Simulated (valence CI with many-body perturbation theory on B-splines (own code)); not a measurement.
Results of a calculation; reference values are marked as such.
## Eu⁵⁶⁺: what each term of the Hamiltonian does

Level of theory: relativistic CI+MBPT: five valence electrons over a frozen Dirac-Fock core [He], a basis of 9 s, 9 p, 8 d, 6 f, 3 g, 1 h functions for each j, with the one-electron correlation potential Σ1, the two-electron term Σ2, the three-electron term Σ3, Breit, model QED; selected CI, second order for the rest (own B-spline code, finite nucleus).

No measured spectrum was set against this ion. As an estimate, large intervals hold to a few tenths of a per cent, small ones and those within an open d or f shell to about a per cent. Among the levels kept, up to 1200 cm⁻¹ of a level comes from second order outside the variational space, and about a tenth of that is noise between levels of different J, which matters for small intervals.

Each rung adds one term. CI alone is the Dirac-Coulomb CI over the frozen core; QED comes last and gives the full result, which names the levels. Energies are above (2s^2 2p1/2^2 2p3/2) J=3/2 on the same rung, in eV.

Levels are named by their leading jj configuration (3d3/2^4 stands for four electrons in 3d with j = 3/2), which in mixed levels can hold well under half, so a name can repeat and another be missing. Letters in brackets count levels of one name in rising energy.

```csv
Level,CI alone,+ Σ1,+ Σ2,+ Σ3,+ Breit,Full
(2s^2 2p1/2 2p3/2^2) J=3/2,665.8,665.9,665.9,665.9,656.4,657.5
(2s^2 2p1/2 2p3/2^2) J=5/2,693.9,694.0,694.0,694.0,678.4,679.5
(2s^2 2p1/2 2p3/2^2) J=1/2,726.4,726.5,726.6,726.6,718.6,719.7
(2s 2p1/2^2 2p3/2^2) J=5/2,942.0,941.9,941.6,941.5,937.9,928.8
(2s 2p1/2^2 2p3/2^2) J=1/2,1021.1,1020.9,1020.7,1020.5,1022.9,1013.8
(2s 2p1/2^2 2p3/2^2) J=3/2,1026.8,1026.7,1026.2,1026.0,1024.4,1015.3
(2s^2 2p3/2^3) J=3/2,1395.9,1396.2,1396.3,1396.2,1376.6,1378.7
(2s 2p1/2 2p3/2^3) J=3/2 [a],1627.4,1627.4,1627.1,1627.0,1617.2,1609.2
(2s 2p1/2 2p3/2^3) J=5/2,1670.6,1670.6,1670.3,1670.2,1654.3,1646.3
(2s 2p1/2 2p3/2^3) J=1/2,1713.2,1713.2,1712.8,1712.6,1702.9,1694.9
(2s 2p1/2 2p3/2^3) J=3/2 [b],1726.7,1726.7,1726.3,1726.1,1712.9,1704.9
(2p1/2^2 2p3/2^3) J=3/2,2025.4,2025.1,2024.4,2024.1,2022.5,2004.5
(2s 2p3/2^4) J=1/2,2395.5,2395.6,2395.4,2395.2,2376.3,2369.4
(2p1/2 2p3/2^4) J=1/2,2716.5,2716.4,2715.7,2715.4,2704.0,2686.9
(2s^2 2p1/2^2 3s) J=1/2,6333.3,6333.6,6333.7,6333.5,6327.8,6329.6
(2s^2 2p1/2^2 3p1/2) J=1/2,6415.5,6415.7,6415.8,6415.6,6412.9,6411.8
(2s^2 2p1/2^2 3p3/2) J=3/2,6627.2,6627.4,6627.4,6627.3,6621.2,6620.4
(2s^2 2p1/2^2 3d3/2) J=3/2,6703.5,6703.8,6703.9,6703.7,6697.2,6696.2
(2s^2 2p1/2^2 3d5/2) J=5/2,6768.7,6769.0,6769.1,6768.9,6760.4,6759.5
```

Task: How does the ionisation energy move along the ladder, and which term matters most?

Result: CI alone 11748, + Σ1 11749, + Σ2 11749, + Σ3 11749, + Breit 11740, + QED 11739 eV. The largest step is Breit, -9 eV. NIST lists 11739 ± 5 eV (theoretical).
